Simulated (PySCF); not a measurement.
PySCF job for BClH₂O, SMILES OBCl, PBE0/pcJ-1. Geometry optimised at B3LYP-D3(BJ)/def2-TZVP. Other conformers were not sampled.

```python
import numpy as np
from pyscf import gto, scf, dft
from pyscf.prop.ssc import rks as ssc

mol = gto.M(
    atom='''
    B     0.57524373   -0.57216294    0.00000000
    H     1.75093069   -0.71281928    0.00000000
    Cl   -0.09733792    1.07154967    0.00000000
    O    -0.22536426   -1.64935660    0.00000000
    H    -1.16949056   -1.44785764    0.00000000
    ''',
    basis='pcJ-1',
    charge=0,
    spin=0,
    max_memory=1600,
    verbose=3,
)
mf = dft.RKS(mol, xc='pbe0')
mf.grids.level = 3
mf.conv_tol = 1e-10
mf.max_cycle = 100
mf.kernel()
j = ssc.SSC(mf)
j.with_fcsd = True
j.max_cycle_cphf = 80
j.conv_tol = 1e-7
e11 = j.kernel()
```

Output:

```
converged SCF energy = -558.386542420213
Reduced spin-spin coupling constant K (Hz)
               #0        #1        #2        #3        #4
        0 B    0.00000
        1 H   19.36652   0.00000
        2 Cl -27.16354   4.50517   0.00000
        3 O   -0.22993   5.70347 -13.12474   0.00000
        4 H   -0.69331   0.42640   0.22593  18.60145   0.00000
Spin-spin coupling constant J (Hz)
               #0        #1        #2        #3        #4
        0 B    0.00000
        1 H  193.89721   0.00000
        2 Cl -26.67739  13.78805   0.00000
        3 O    0.31220 -24.13281   5.44749   0.00000
        4 H   -6.94140  13.30363   0.69145 -78.70746   0.00000
```

The run converged.
